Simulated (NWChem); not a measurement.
Molecule: AlN2H5O; SMILES [NH2][Al]([NH2])[OH]

```xyz
9

Al     0.0210     0.0036    -0.0038
O      1.6394     0.5968    -0.0142
H      2.4045     0.0379     0.1845
N     -0.3685    -1.7391     0.0035
H      0.2973    -2.4985    -0.1456
H     -1.3067    -2.1253     0.1229
N     -1.2653     1.2338     0.0035
H     -2.2625     1.0665    -0.1325
H     -1.0847     2.2355     0.0843
```
Atoms are numbered in this order, from 1.

All runs: NWChem. All runs use the structure optimised with PBE-D3(BJ)/def2-SVP. Level B3LYP/def2-SVP: energy and gradient on several grids; changes count from the extra-fine grid, which is no exact limit either.

```csv
grid,size of the energy change (μHa),largest change of a gradient component (μHa/bohr),"time, medium = 1 (rough)"
xcoarse,3000,3000,about 1
coarse,20,100,about 1
medium,< 10,30,about 1
fine,< 10,< 30,about 1
xfine,< 10,< 30,2
```
